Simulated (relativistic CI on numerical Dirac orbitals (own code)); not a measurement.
**Electric-dipole transitions in Te¹⁷⁺**

Computed by Dirac-Coulomb-Breit CI, separate exchange-only KLI orbitals for each configuration, a model potential for QED, unscaled Slater integrals (own radial code, finite nucleus).

Configurations in the expansion (outside the closed core [Ar] 3d10): 4s2.4p5, 4s.4p6, 4s2.4p4.4d, 4s.4p5.4d, 4s2.4p4.4f, 4s.4p5.4f, 4p6.4d, 4s.4p4.4d2, 4s2.4p3.4d.4f, 4s2.4p4.5s, 4p6.4f, 4s2.4p4.5p, 4p6.5s, 4s.4p4.4d.5s, 4s.4p5.5s, 4s2.4p4.5d, 4p5.4d.4f, 4s2.4p3.4f.5s, 4s.4p5.5p, 4s2.4p4.5f, 4s.4p4.4f2, 4s2.4p4.6s, 4s2.4p4.5g, 4s.4p5.5d, 4s2.4p4.6p, 4s2.4p4.6d, 4s.4p4.5s2, 4s2.4p3.4d2, 4s2.4p2.4d3, 4s.4p3.4d3, 4s2.4p2.4d2.4f, 4s.4p3.4d2.4f, 4s2.4p2.4d2.5s, 4p5.4d2, 4p4.4d3, 4p4.4d2.4f, 4p4.4d2.5s, 4p5.4d.5s, 4p4.4d.4f.5s, 4p4.4d.5s2, 4s2.4p3.5s2, 4s2.4p2.4d.5s2, 4s.4p3.4d.5s2, 4s2.4p2.4f.5s2, 4s.4p3.4f.5s2. Double excitations out of closed p, d and f shells are left out; levels of such configurations are missing from the list, as are those of other unlisted configurations, and high levels can miss mixing partners. These lack a partner that the ground configuration has and come out too high: 4s2.4p4.5p, 4s.4p5.5s, 4s2.4p4.5d, 4s.4p5.5p, 4s2.4p4.5f.

```tsv
λ vac (Å)	Lower	Upper	A (s⁻¹)	E lower (eV)	E upper (eV)
113.91	4s2.4p4.4d 4F_9/2 [8]	4s2.4p3.4d2 2H°_11/2 [171]	1.59e+11	76.971	185.817
114.64	4s2.4p4.4d 4F_7/2 [17]	4s2.4p3.4d2 2G°_9/2 [204]	2.03e+11	87.553	195.700
115.54	4s2.4p4.4d 2G_9/2 [22]	4s2.4p3.4d2 2H°_11/2 [211]	6.42e+11	90.913	198.223
115.82	4s2.4p4.4d 4F_9/2 [8]	4s2.4p3.4d2 4G°_11/2 [162]	4.48e+11	76.971	184.024
116.22	4s2.4p4.4d 2D_5/2 [23]	4s2.4p3.4d2 2F°_7/2 [213]	3.64e+11	92.901	199.580
116.30	4s2.4p4.4d 4D_3/2 [4]	4s2.4p3.4d2 4D°_5/2 [142]	2.25e+11	73.001	179.606
116.32	4s2.4p4.4d 4F_9/2 [8]	4s2.4p3.4d2 2G°_9/2 [157]	1.34e+11	76.971	183.565
116.34	4s2.4p4.4d 2F_7/2 [24]	4s2.4p3.4d2 2G°_9/2 [219]	6.24e+11	95.217	201.785
116.48	4s2.4p4.4d 2F_7/2 [9]	4s2.4p3.4d2 2F°_7/2 [159]	4.34e+11	77.274	183.719
116.65	4s2.4p4.4d 2F_7/2 [9]	4s2.4p3.4d2 2G°_9/2 [157]	4.70e+11	77.274	183.565
116.73	4s2.4p4.4d 2F_5/2 [21]	4s2.4p3.4d2 2F°_7/2 [207]	3.48e+11	90.650	196.868
116.77	4s2.4p4.4d 2D_5/2 [28]	4s2.4p3.4d2 2F°_7/2 [244]	8.01e+11	103.729	209.904
116.93	4s2.4p4.4d 4D_7/2 [7]	4s2.4p3.4d2 4F°_9/2 [145]	4.43e+11	74.296	180.326
116.97	4s2.4p4.4d 2P_1/2 [6]	4s2.4p3.4d2 4D°_3/2 [144]	3.76e+11	74.089	180.086
117.24	4s.4p6 2S_1/2 [3]	4s.4p5.4d 2P°_3/2 [83]	5.65e+11	58.559	164.307
117.35	4s2.4p4.4d 2D_5/2 [18]	4s2.4p3.4d2 2G°_7/2 [201]	3.70e+11	88.943	194.593
117.44	4s2.4p4.4d 4F_5/2 [12]	4s2.4p3.4d2 2F°_7/2 [182]	2.99e+11	82.937	188.505
117.53	4s2.4p4.4d 4D_5/2 [5]	4s2.4p3.4d2 4D°_5/2 [138]	1.44e+11	73.113	178.601
117.61	4s2.4p4.4d 4D_5/2 [5]	4s2.4p4.4f 4F°_7/2 [137]	2.92e+11	73.113	178.535
117.94	4s2.4p4.4d 2G_7/2 [19]	4s2.4p4.4f 2H°_9/2 [200]	6.11e+11	89.057	194.183
117.95	4s2.4p4.4d 4D_7/2 [7]	4s2.4p3.4d2 4D°_7/2 [141]	3.92e+11	74.296	179.410
118.02	4s2.4p4.4d 2D_5/2 [23]	4s2.4p3.4d2 2F°_5/2 [209]	3.69e+11	92.901	197.951
118.32	4s2.4p4.4d 2G_9/2 [22]	4s2.4p3.4d2 2G°_9/2 [204]	3.69e+11	90.913	195.700
118.36	4s.4p6 2S_1/2 [3]	4s.4p5.4d 2P°_1/2 [80]	4.50e+11	58.559	163.314
118.65	4s2.4p4.4d 4D_3/2 [4]	4s2.4p4.4f 4F°_5/2 [133]	2.23e+11	73.001	177.499
118.65	4s2.4p4.4d 2P_3/2 [27]	4s2.4p3.4d2 2D°_5/2 [238]	5.61e+11	103.570	208.061
118.76	4s2.4p4.4d 4F_9/2 [8]	4s2.4p3.4d2 4F°_9/2 [151]	3.76e+11	76.971	181.367
118.77	4s2.4p4.4d 2F_5/2 [15]	4s2.4p4.4f 4G°_7/2 [180]	3.49e+11	83.886	188.276
118.80	4s2.4p4.4d 2F_7/2 [24]	4s2.4p3.4d2 2F°_7/2 [213]	2.85e+11	95.217	199.580
119.07	4s2.4p4.4d 4D_3/2 [4]	4s2.4p4.4f 4D°_1/2 [131]	4.09e+11	73.001	177.124
119.11	4s2.4p4.4d 2F_7/2 [9]	4s2.4p3.4d2 4F°_9/2 [151]	1.14e+11	77.274	181.367
119.22	4s2.4p4.4d 4F_9/2 [8]	4s2.4p3.4d2 4D°_7/2 [147]	1.89e+11	76.971	180.964
119.28	4s2.4p4.4d 4D_7/2 [7]	4s2.4p3.4d2 4P°_5/2 [136]	1.77e+11	74.296	178.236
119.31	4s2.4p4.4d 2D_5/2 [28]	4s2.4p4.4f 2F°_7/2 [237]	3.71e+11	103.729	207.646
119.34	4s2.4p4.4d 4D_5/2 [5]	4s2.4p3.4d2 4D°_3/2 [130]	2.90e+11	73.113	177.004
119.43	4s2.4p4.4d 2G_7/2 [19]	4s2.4p4.4f 2G°_7/2 [195]	2.66e+11	89.057	192.874
119.53	4s2.4p5 2P°_3/2 [1]	4s2.4p4.4d 2D_5/2 [28]	5.90e+11	0.000	103.729
119.65	4s2.4p4.4d 2D_3/2 [31]	4s2.4p3.4d2 2F°_5/2 [282]	1.11e+12	115.144	218.769
119.71	4s2.4p5 2P°_3/2 [1]	4s2.4p4.4d 2P_3/2 [27]	4.34e+11	0.000	103.570
120.59	4s2.4p5 2P°_1/2 [2]	4s2.4p4.4d 2D_3/2 [31]	5.68e+11	12.331	115.144
120.71	4s2.4p4.4d 4F_7/2 [17]	4s2.4p3.4d2 2G°_9/2 [189]	3.31e+11	87.553	190.263
121.04	4s2.4p4.4d 2D_3/2 [25]	4s2.4p4.4f 2F°_5/2 [216]	4.96e+11	98.718	201.150
121.42	4s2.4p4.4d 4D_5/2 [5]	4s2.4p3.4d2 2F°_5/2 [124]	1.31e+11	73.113	175.226
123.31	4s2.4p5 2P°_3/2 [1]	4s2.4p4.4d 2S_1/2 [26]	4.99e+11	0.000	100.547
129.79	4s2.4p5 2P°_1/2 [2]	4s2.4p4.4d 2P_1/2 [30]	4.14e+11	12.331	107.856
```

Terms are leading LS components. Brackets give the number of a level in order of energy, since labels repeat. The list gives strong lines, with weight on those to low levels, without lines whose two gauges differ by over a factor of 2.5, among the lowest 400 of 9429 levels, so that lines to higher ones, which can be the strongest, are missing. Levels whose partners in the same complex of configurations lie outside the list can be far off, and so can their lines. Rates are taken at the computed energies, electric ones in the length gauge.

At this charge energies of transitions that change n are usually good to better than 1 %, and those within a shell (Δn = 0) to a few per cent.

LS names give the leading component of a level, which can be under half, so a name can repeat, a term be missing and a line seem to break the LS rules.
